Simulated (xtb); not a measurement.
Input file for xtb: GFN2-xTB on iminoborane (SMILES B=N), a point of a bond scan (R = 2.334 Å).

```
$ xtb mol.xyz --gfn 2 --sp --chrg 0 --uhf 0
4

B     -0.00000000    -0.00000000    -0.69205561
N      0.00000000     0.00000000     0.54091709
H      0.00000000     0.00000000    -3.02576487
H      0.00000000     0.00000000     1.53276862
```

Output:

```
[...]
           -------------------------------------------------
          |                Calculation Setup                |
           -------------------------------------------------



molecular fragmentation (1/2 indicates fragments):
1121
# atoms in fragment 1/2:     3     1
 fragment masses (1/2) :       25.83        1.01
CMA distance (Bohr)    :   5.838
constraining FC (au)   :  0.0500

           -------------------------------------------------
          |                 G F N 2 - x T B                 |
           -------------------------------------------------

        Reference                      10.1021/acs.jctc.8b01176
      * Hamiltonian:
        H0-scaling (s, p, d)           1.850000    2.230000    2.230000
        zeta-weighting                 0.500000
      * Dispersion:
        s8                             2.700000
        a1                             0.520000
        a2                             5.000000
        s9                             5.000000
      * Repulsion:
        kExp                           1.500000    1.000000
        rExp                           1.000000
      * Coulomb:
        alpha                          2.000000
        third order                    shell-resolved
        anisotropic                    true
        a3                             3.000000
        a5                             4.000000
        cn-shift                       1.200000
        cn-exp                         4.000000
        max-rad                        5.000000


          ...................................................
          :                      SETUP                      :
          :.................................................:
          :  # basis functions                  10          :
          :  # atomic orbitals                  10          :
          :  # shells                            6          :
          :  # electrons                        10          :
          :  max. iterations                   250          :
          :  Hamiltonian                  GFN2-xTB          :
          :  restarted?                      false          :
          :  GBSA solvation                  false          :
          :  PC potential                    false          :
          :  electronic temp.          300.0000000     K    :
          :  accuracy                    1.0000000          :
          :  -> integral cutoff          0.2500000E+02      :
          :  -> integral neglect         0.1000000E-07      :
          :  -> SCF convergence          0.1000000E-05 Eh   :
          :  -> wf. convergence          0.1000000E-03 e    :
          :  Broyden damping             0.4000000          :
          :  net charge                          0          :
          :  unpaired electrons                  0          :
          ...................................................

 iter      E             dE          RMSdq      gap      omega  full diag
   1     -4.9872459 -0.498725E+01  0.139E+01    3.67       0.0  T
   2     -4.8848227  0.102423E+00  0.131E+01    2.82       1.0  T
   3     -4.9751862 -0.903635E-01  0.744E+00    2.96       1.0  T
   4     -4.7771730  0.198013E+00  0.825E+00    2.81       1.0  T
   5     -5.1305313 -0.353358E+00  0.201E+00    2.33       1.0  T
   6     -5.1296826  0.848711E-03  0.237E+00    2.33       1.0  T
   7     -5.1293228  0.359760E-03  0.112E+00    2.30       1.0  T
   8     -5.1308079 -0.148508E-02  0.228E-01    2.32       1.0  T
   9     -5.1309333 -0.125428E-03  0.189E-01    2.31       1.0  T
  10     -5.1309507 -0.173739E-04  0.370E-02    2.31       1.4  T
  11     -5.1309571 -0.641319E-05  0.214E-02    2.31       2.3  T
  12     -5.1309585 -0.144138E-05  0.414E-03    2.31      12.1  T
  13     -5.1309586 -0.560686E-07  0.414E-04    2.31     120.6  T
  14     -5.1309586  0.121833E-09  0.267E-04    2.31     187.4  T

   *** convergence criteria satisfied after 14 iterations ***

         #    Occupation            Energy/Eh            Energy/eV
      -------------------------------------------------------------
         1        2.0000           -0.5941901             -16.1687
         2        2.0000           -0.5087147             -13.8428
         3        2.0000           -0.4347054             -11.8289
         4        2.0000           -0.4347054             -11.8289
         5        2.0000           -0.3855952             -10.4926 (HOMO)
         6                         -0.3007932              -8.1850 (LUMO)
         7                         -0.1649862              -4.4895
         8                         -0.1649862              -4.4895
         9                          0.1174948               3.1972
        10                          0.9422805              25.6408
      -------------------------------------------------------------
                  HL-Gap            0.0848020 Eh            2.3076 eV
             Fermi-level           -0.3431942 Eh           -9.3388 eV

 SCC (total)                   0 d,  0 h,  0 min,  0.002 sec
 SCC setup                      ...        0 min,  0.000 sec (  3.661%)
 Dispersion                     ...        0 min,  0.000 sec (  1.254%)
 classical contributions        ...        0 min,  0.000 sec (  0.644%)
 integral evaluation            ...        0 min,  0.000 sec ( 11.302%)
 iterations                     ...        0 min,  0.001 sec ( 64.215%)
 molecular gradient             ...        0 min,  0.000 sec ( 14.183%)
 printout                       ...        0 min,  0.000 sec (  4.184%)

         :::::::::::::::::::::::::::::::::::::::::::::::::::::
         ::                     SUMMARY                     ::
         :::::::::::::::::::::::::::::::::::::::::::::::::::::
         :: total energy              -5.036570454002 Eh    ::
         :: gradient norm              0.079699236901 Eh/a0 ::
         :: HOMO-LUMO gap              2.307580338695 eV    ::
         ::.................................................::
         :: SCC energy                -5.130958856759 Eh    ::
         :: -> isotropic ES            0.026983507551 Eh    ::
         :: -> anisotropic ES         -0.000581522983 Eh    ::
         :: -> anisotropic XC          0.010957093227 Eh    ::
         :: -> dispersion             -0.001113531644 Eh    ::
         :: repulsion energy           0.094388402757 Eh    ::
         :: add. restraining           0.000000000000 Eh    ::
         :: total charge              -0.000000000000 e     ::
         :::::::::::::::::::::::::::::::::::::::::::::::::::::

           -------------------------------------------------
          |                Property Printout                |
           -------------------------------------------------

    * Orbital Energies and Occupations

         #    Occupation            Energy/Eh            Energy/eV
      -------------------------------------------------------------
         1        2.0000           -0.5941901             -16.1687
         2        2.0000           -0.5087147             -13.8428
         3        2.0000           -0.4347054             -11.8289
         4        2.0000           -0.4347054             -11.8289
         5        2.0000           -0.3855952             -10.4926 (HOMO)
         6                         -0.3007932              -8.1850 (LUMO)
         7                         -0.1649862              -4.4895
         8                         -0.1649862              -4.4895
         9                          0.1174948               3.1972
        10                          0.9422805              25.6408
      -------------------------------------------------------------
                  HL-Gap            0.0848020 Eh            2.3076 eV
             Fermi-level           -0.3431942 Eh           -9.3388 eV
Note: The following floating-point exceptions are signalling: IEEE_UNDERFLOW_FLAG IEEE_DENORMAL
normal termination of xtb

     #   Z          covCN         q      C6AA      α(0)
     1   5 B        0.841     0.274    54.203    15.489
     2   7 N        1.702    -0.333    29.342     8.008
     3   1 H        0.000    -0.134    17.196     7.582
     4   1 H        0.861     0.192     1.148     1.678

 Mol. C6AA /au·bohr⁶  :        316.919112
 Mol. C8AA /au·bohr⁸  :       7931.293670
 Mol. α(0) /au        :         32.758345


Wiberg/Mayer (AO) data.
largest (>0.10) Wiberg bond orders for each atom

 ---------------------------------------------------------------------------
     #   Z sym  total        # sym  WBO       # sym  WBO       # sym  WBO
 ---------------------------------------------------------------------------
     1   5 B    3.459 --     2 N    2.504     3 H    0.947
     2   7 N    3.460 --     1 B    2.504     4 H    0.937
     3   1 H    0.982 --     1 B    0.947
     4   1 H    0.963 --     2 N    0.937
 ---------------------------------------------------------------------------

Topologies differ in total number of bonds
Writing topology from bond orders to xtbtopo.mol

molecular dipole:
                 x           y           z       tot (Debye)
 q only:        0.000       0.000       0.621
   full:        0.000      -0.000       0.454       1.154
molecular quadrupole (traceless):
                xx          xy          yy          xz          yz          zz
 q only:        1.318       0.000       1.318       0.000       0.000      -2.637
  q+dip:       -1.106       0.000      -1.106      -0.000      -0.000       2.212
   full:        0.368      -0.000       0.368      -0.000      -0.000      -0.737


           -------------------------------------------------
          | TOTAL ENERGY               -5.036570454002 Eh   |
          | GRADIENT NORM               0.079699236901 Eh/α |
          | HOMO-LUMO GAP               2.307580338695 eV   |
           -------------------------------------------------

------------------------------------------------------------------------
------------------------------------------------------------------------
 total:
 SCF:
```

The run finished.

Cost: roughly 0.03 core-seconds.
